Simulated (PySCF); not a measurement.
Compound: C4H3F2O2 (charge -1).
Bonds: C1–C2 (double), C2–C3, C3–F4, C3–F5, C3–C6, C6–O7 (double), C6–O8. Hydrogens: H9, H10 on C1; H11 on C2.

The geometry is computed with GFN2-xTB (gas phase).

List the bond lengths, angles and torsions at this level.

| bond | length (pm) | order |
| --- | --- | --- |
| C1=C2 | 132.7 | double |
| C2–C3 | 147.1 | single |
| C3–F4, C3–F5 | 137.7 | single |
| C3–C6 | 167.0 | single |
| C6=O7 | 121.8 | double |
| C6–O8 | 121.9 | single |
| C1–H9 | 107.8 | single |
| C1–H10 | 107.6 | single |
| C2–H11 | 108.2 | single |

Bonds in one row agree within 1 pm and their mean is given. Orders are formal, as drawn. A selection of angles:
| angle | degrees |
| --- | --- |
| C1–C2–C3 | 124.4 |
| C2–C3–F4 | 111.5 |
| C2–C3–F5 | 112.9 |
| C2–C3–C6 | 107.9 |
| F4–C3–F5 | 104.2 |
| F4–C3–C6 | 109.9 |
| C3–C6–O7 | 112.8 |
| C3–C6–O8 | 112.7 |
| O7–C6–O8 | 134.5 |

Torsions: C1–C2–C3–F4 146° (anticlinal); C2–C3–C6–O7 92° (anticlinal). The mirror-image conformer, all signs reversed, is as good.

C6 (carboxylate carbon) is planar (angles 134.5°, 112.8° and 112.7°, sum 360.0°, 0.01 Å off the plane of its three neighbours). Of the pairs four or more bonds apart, F5···H10 is among the closest relative to their van der Waals radii: 2.56 Å, 96 % of the sum of Bondi's values. The 3 C–C bonds span 1.327 Å (C1=C2, drawn double) to 1.670 Å (C3–C6, drawn single), a spread of 0.343 Å. C1 (terminal =CH2 carbon) is planar (angles 121.9°, 121.0° and 117.1°, sum 360.0°, 0.01 Å off the plane of its three neighbours). C2 (alkene CH carbon) is planar (angles 124.4°, 122.0° and 113.2°, sum 359.6°, 0.05 Å off the plane of its three neighbours).

Point group: C1 (no symmetry element, even within 0.4 Å). Stationary, but not proved a minimum.
